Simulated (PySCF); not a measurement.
H2S2Si, SMILES S[Si]S (connectivity only; charge and spin as stated), neutral, multiplicity 1.

Geometry: PBE0-D3(BJ)/def2-TZVP. The values are those of a single conformer.

The numbers are results of PySCF with PBE0-D3(BJ)/def2-TZVP, not measurements.

Frequencies are harmonic and unscaled.

Q: List the normal modes with their intensities. (An estimate is asked for; the answer gives what the named calculation found.)

A: 
```json
[
 {"mode": "1", "ν (cm⁻¹)": "182", "IR (km/mol)": "3.8", "Raman (Å⁴/amu)": "3.5", "depolarisation": "0.52", "moving atoms (share of kinetic energy)": "S 76 %, Si 16 %"},
 {"mode": "2", "ν (cm⁻¹)": "306", "IR (km/mol)": "35.2", "Raman (Å⁴/amu)": "1.7", "depolarisation": "0.75", "moving atoms (share of kinetic energy)": "H 95 %"},
 {"mode": "3", "ν (cm⁻¹)": "399", "IR (km/mol)": "0.1", "Raman (Å⁴/amu)": "2.9", "depolarisation": "0.75", "moving atoms (share of kinetic energy)": "H 92 %"},
 {"mode": "4", "ν (cm⁻¹)": "482", "IR (km/mol)": "41.4", "Raman (Å⁴/amu)": "21.1", "depolarisation": "0.12", "moving atoms (share of kinetic energy)": "S 48 %, Si 45 %"},
 {"mode": "5", "ν (cm⁻¹)": "508", "IR (km/mol)": "89.5", "Raman (Å⁴/amu)": "12.4", "depolarisation": "0.74", "moving atoms (share of kinetic energy)": "Si 56 %, S 41 %"},
 {"mode": "6", "ν (cm⁻¹)": "688", "IR (km/mol)": "2.4", "Raman (Å⁴/amu)": "8.3", "depolarisation": "0.22", "moving atoms (share of kinetic energy)": "H 94 %"},
 {"mode": "7", "ν (cm⁻¹)": "770", "IR (km/mol)": "7.2", "Raman (Å⁴/amu)": "7.5", "depolarisation": "0.71", "moving atoms (share of kinetic energy)": "H 87 %"},
 {"mode": "8", "ν (cm⁻¹)": "2677", "IR (km/mol)": "0.8", "Raman (Å⁴/amu)": "111.4", "depolarisation": "0.17", "moving atoms (share of kinetic energy)": "H 97 %"},
 {"mode": "9", "ν (cm⁻¹)": "2700", "IR (km/mol)": "2.6", "Raman (Å⁴/amu)": "134.4", "depolarisation": "0.34", "moving atoms (share of kinetic energy)": "H 97 %"}
]
```
